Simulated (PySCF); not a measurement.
C2H4Cl2Si2, SMILES C#C[Si]([SiH3])(Cl)Cl.

Coordinates come from a B3LYP-D3(BJ)/def2-SVP optimisation. The structure was generated by enumeration, and PubChem lists no compound with its InChIKey, so it may never have been made.

All values below come from SMD-M06-2X/6-31G* run with PySCF.

Solvation free energies are E(SMD) − E(gas) at the gas-phase geometry, for 1 M in both phases. In vacuum the dipole moment is 2.77 D.

```csv
solvent,ΔG(solv) (kcal/mol),its non-electrostatic (CDS) part,dipole (D)
water,?,?,?
ethylethanoate,-3.7,-0.3,3.41
1-octanol,-3.2,0.7,3.49
```

### Question
Complete the blanks. (The exact figures need the calculation; the answer reports its results.)

### Answer

- water, ΔG(solv) (kcal/mol): 0.9
- water, its non-electrostatic (CDS) part: 5.5
- water, dipole (D): 3.60
